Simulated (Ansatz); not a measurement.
Cost and result for the atomization energy of C₂H₇BO₂Si (`CBOC1O[SiH2]1`) (13 atoms, 13 bonds).

Z-matrix (Å, degrees):
```
C
B 1 1.557
H 1 1.096 2 110.0
H 1 1.096 2 110.1 3 115.7
H 1 1.091 2 113.5 3 -122.1
O 2 1.357 1 119.5 3 120.8
H 2 1.205 1 122.5 3 -58.6
C 6 1.385 2 121.5 1 179.8
O 8 1.439 6 112.5 2 -120.3
Si 8 1.819 6 120.6 2 171.7
H 8 1.091 6 112.4 2 7.9
H 10 1.477 8 121.0 6 0.5
H 10 1.480 8 123.4 6 -162.7
```

Total charge 0; spin multiplicity 1. Geometry: relaxed with PBE0-D4/def2-TZVP. It is one conformer, not always the lowest. Program: Ansatz. All runs use 4 threads of an Intel Xeon Platinum 8175M on a shared host. Times are those of one run each, without the atoms' runs, and a repeat can differ threefold. Electronic energies, without spin–orbit coupling; frozen cores. CCSD(T)/CBS adds CCSD(T) − MP2 in def2-TZVPP to the MP2 limit, and its time is that of the two runs behind it. T1 = 0.015. B3LYP takes the VWN-RPA correlation (the form of Gaussian; ORCA's B3LYP/G).

CCSD(T)/CBS is a level of theory with its own doubt, some kJ/mol a heavy atom from the limit and from the frozen cores, so smaller differences don't rank the functionals.

```json
{"level": "PBE-D4/def2-TZVPP (with forces)", "functions": "295", "wall time": "4.3 s", "atomization (kcal/mol)": "1227.5", "difference from CCSD(T)/CBS": "28.3", "per bond": "2.2"}
{"level": "PBE0-D4/def2-TZVPP", "functions": "295", "wall time": "5.5 s", "atomization (kcal/mol)": "1202.7", "difference from CCSD(T)/CBS": "3.5", "per bond": "0.3"}
{"level": "r2SCAN-D4/def2-TZVPP (with forces)", "functions": "295", "wall time": "8 s", "atomization (kcal/mol)": "1208.5", "difference from CCSD(T)/CBS": "9.3", "per bond": "0.7"}
{"level": "B3LYP-D4/def2-TZVPP (with forces)", "functions": "295", "wall time": "9.5 s", "atomization (kcal/mol)": "1200.5", "difference from CCSD(T)/CBS": "1.3", "per bond": "0.1"}
{"level": "B2PLYP/def2-TZVPP", "functions": "295", "wall time": "11 s", "atomization (kcal/mol)": "1189.5", "difference from CCSD(T)/CBS": "-9.7", "per bond": "-0.7"}
{"level": "ωB97X-V/def2-TZVPP", "functions": "295", "wall time": "13 s", "atomization (kcal/mol)": "1205.2", "difference from CCSD(T)/CBS": "6.0", "per bond": "0.5"}
{"level": "ωB97M-V/def2-TZVPP (with forces)", "functions": "295", "wall time": "18 s", "atomization (kcal/mol)": "1206.2", "difference from CCSD(T)/CBS": "7.0", "per bond": "0.5"}
{"level": "MP2/def2-QZVPP", "functions": "565", "wall time": "44 s", "atomization (kcal/mol)": "1212.1", "difference from CCSD(T)/CBS": "12.9", "per bond": "1.0"}
{"level": "CCSD(T)/def2-TZVPP", "functions": "295", "wall time": "11 min", "atomization (kcal/mol)": "1168.2", "difference from CCSD(T)/CBS": "-31.0", "per bond": "-2.4"}
{"level": "CCSD(T)/CBS(def2)", "functions": "–", "wall time": "11 min", "atomization (kcal/mol)": "1199.2", "difference from CCSD(T)/CBS": "0.0", "per bond": "0.0"}
```

From PBE to PBE0 (25 % exact exchange), in def2-TZVPP and without D4, the atomization energy moves by −23.9 kcal/mol: exact exchange takes away binding that semilocal exchange gives to molecules. In def2-TZVPP, CCSD(T) changes the Hartree–Fock value by +295.4 kcal/mol (the triples alone add +18.8 kcal/mol) and MP2 by +320.7 kcal/mol; breaking electron pairs costs correlation energy, which Hartree–Fock lacks. The D4 term adds +9.2 kcal/mol with B3LYP and +4.9 kcal/mol with PBE0; it sums over pairs of atoms, weighted by their polarisabilities, and B3LYP, whose exchange is more repulsive, gets the larger term.
